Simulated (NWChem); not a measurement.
System: fluoroethane (C₂H₅F); SMILES CCF

Results from NWChem. Each level has its own optimisation; frequencies are unscaled. Brackets give each atom's bonded neighbours.

For level PBE/def2-SVP:

```yaml
r C–C (Å): 1.516
r C–H [C(CHHH)–H(C)] (Å): 1.109
highest harmonic frequency (cm⁻¹): 3077
lowest (cm⁻¹): 264
zero-point energy (kcal/mol): 41.3
dipole (D): 1.65
```

Question: What are these values for level Hartree-Fock/STO-3G?

Answer: 
| Quantity | Result |
|---|---|
| r C–C (Å) | 1.547 |
| r C–H [C(CHHH)–H(C)] (Å) | 1.086 |
| highest harmonic frequency (cm⁻¹) | 3760 |
| lowest (cm⁻¹) | 224 |
| zero-point energy (kcal/mol) | 50.5 |
| dipole (D) | 1.21 |
